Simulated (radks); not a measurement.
The numbers below are computed, except where a source is named.
Problem. Species: Fe+. Configuration: [Ar] 3d6 4s1. Code: a radial shooting solver on a logarithmic mesh with Libxc functionals. Model: scalar-relativistic Kohn-Sham, Slater X-alpha with alpha = 0.705, spin-polarised, spherical densities, finite nucleus; open shells are filled with parallel spins first; Fermi nuclear charge, rms radius 3.7377 fm. Some entries of the table are withheld. Estimate them.

| orbital | occ. | eigenvalue (hartree) | <r^2> (bohr^2) |
|---|---|---|---|
| 1s up | 1 | -257.2662 | 0.004606 |
| 1s down | 1 | -257.2640 | 0.004606 |
| 2s up | 1 | -30.42635 | 0.08448 |
| 2s down | 1 | -30.34143 | 0.08419 |
| 2p up | 3 | -26.01731 | 0.06831 |
| 2p down | 3 | -25.95175 | 0.06800 |
| 3s up | 1 | (1) | 0.7597 |
| 3s down | 1 | (2) | 0.7637 |
| 3p up | 3 | -2.55989 | 0.8662 |
| 3p down | 3 | -2.37496 | 0.8731 |
| 3d up | 5 | (3) | 1.584 |
| 4s up | 1 | -0.47660 | 7.992 |
| 3d down | 1 | (4) | 1.712 |
| 4s down | 0 | -0.34651 | 9.315 |

Solution. 
(1) 3s up eigenvalue (hartree): -3.79618
(2) 3s down eigenvalue (hartree): -3.60891
(3) 3d up eigenvalue (hartree): -0.63154
(4) 3d down eigenvalue (hartree): -0.45160
